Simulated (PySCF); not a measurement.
B(Me)(Et)(NH2) (C3H10BN), SMILES CCB(C)N.

Geometry: r2SCAN-D4/def2-SVP. One conformer was computed; it need not be the lowest.

Two levels are set side by side: PBE/def2-TZVP (PySCF) and r2SCAN/def2-TZVP (PySCF). Same geometry, gas phase. Differences are taken from unrounded values.

```tsv
quantity	r2SCAN
orbital gap (eV)	7.53
highest occupied level (eV)	-6.95
lowest empty level (eV)	0.58
dipole moment (D)	1.15
mean polarisability (bohr³)	60.4
```

### Question
What does PBE give, and how far is it from r2SCAN? (The exact figures need the calculation; the answer reports its results.)

### Answer

```
quantity                       PBE  PBE minus r2SCAN
---------------------------  -----  ----------------
orbital gap (eV)              6.73             -0.80
highest occupied level (eV)  -6.68              0.26
lowest empty level (eV)       0.05             -0.54
dipole moment (D)             1.19              0.04
mean polarisability (bohr³)   61.9               1.5
```

Rough cost on one machine, each run with all the roots and properties that it gave: r2SCAN against PBE about 4 times.
